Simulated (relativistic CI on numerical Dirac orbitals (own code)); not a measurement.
**Crystal-field levels of Hf3+, 5d**

Calculated by Dirac-Coulomb-Breit CI, KLI orbitals optimised for each configuration, model QED (radiative potential, 1s self-energy scaled to tabulated hydrogen-like ionisation energies), valence Slater integrals scaled by 0.9, one configuration in a parametric crystal field (own radial code).

Field parameters in Wybourne normalisation: Oh B⁴₀ = 21Dq, B⁴₄ = √(5/14) B⁴₀. The field is a parameter set, without covalency.

S and J are read from ⟨S²⟩ = S(S + 1) and ⟨J²⟩ = J(J + 1) of each level; they are not fictitious spins.

Oh, 10Dq = 7000 cm⁻¹, the lowest 3 levels:

```
E (cm⁻¹)  Degeneracy  Irrep     S     J
     0.0           4     Γ8  0.50  1.73
    2808           2     Γ7  0.50  2.50
    8686           4     Γ8  0.50  2.33
```

Oh, 10Dq = 12600 cm⁻¹, the lowest 3 levels:

```csv
E (cm⁻¹),Degeneracy,Irrep,S,J
0.0,4,Γ8,0.50,1.81
2630,2,Γ7,0.50,2.50
13929,4,Γ8,0.50,2.27
```

Oh, 10Dq = 18250 cm⁻¹, the lowest 3 levels:

```tsv
E (cm⁻¹)	Degeneracy	Irrep	S	J
0.0	4	Γ8	0.50	1.85
2551	2	Γ7	0.50	2.50
19422	4	Γ8	0.50	2.23
```

The free-ion ground term has S = 1/2. Every field shown keeps that spin.

Levels of this model without a field, named by their leading LS term: ²D3/2 0, ²D5/2 3930 cm⁻¹.
